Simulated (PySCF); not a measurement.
## SnB: frontier orbitals

PBEsol at R = 2.181 Å; PySCF, spin-free X2C with a Gaussian nucleus, basis sets Sn x2c-SVPall, B x2c-SVPall. State: ⁴Σ⁻ (quartet), unpaired electrons σ ↑, π ↑↑. Only the outer orbitals are listed, counted within each symmetry.

```tsv
spin	orbital	occ.	ε (eV)	on Sn (%)	main shells (%)
α	11σ	1	-12.65	67	62 Sn s, 28 B s
α	12σ	1	-8.55	45	53 B s, 31 Sn s, 13 Sn p
α	6π	1	-5.27	57	55 Sn p, 43 B p
α	6π	1	-5.27	57	55 Sn p, 43 B p
α	13σ	1	-5.11	38	52 B p, 34 Sn p, 10 B s
α	7π	0	-2.56	47	52 B p, 45 Sn p
α	7π	0	-2.56	47	52 B p, 45 Sn p
α	14σ	0	0.85	93	76 Sn p, 19 B p, 9 Sn d
β	11σ	1	-11.44	73	70 Sn s, 21 B s
β	12σ	1	-7.06	51	49 B s, 26 Sn s, 24 Sn p
β	6π	0	-3.88	68	68 Sn p, 31 B p
β	6π	0	-3.88	68	68 Sn p, 31 B p
β	13σ	0	-3.19	31	44 B p, 29 Sn p, 25 B s
```

**Question.** Which are the highest filled and the lowest empty level, where do they sit, and how wide is the gap?

**Answer.** Highest filled α 13σ at -5.11 eV (in %: 52 B p, 34 Sn p, 10 B s); lowest empty β 6π at -3.88 eV (in %: 68 Sn p, 31 B p); the gap at PBEsol is 1.23 eV.

```json
{
 "bond order (Mayer)": "1.86",
 "⟨S²⟩": "3.751",
 "charge on Sn (Mulliken, basis-dependent)": "0.12",
 "charge on Sn (Löwdin, basis-dependent)": "0.19",
 "dipole moment (positive dipole means Sn(−)B(+))": "-1.41 D"
}
```

Spin–orbit coupling is left out. The state was picked by a PBE0 search and need not be the measured ground state.
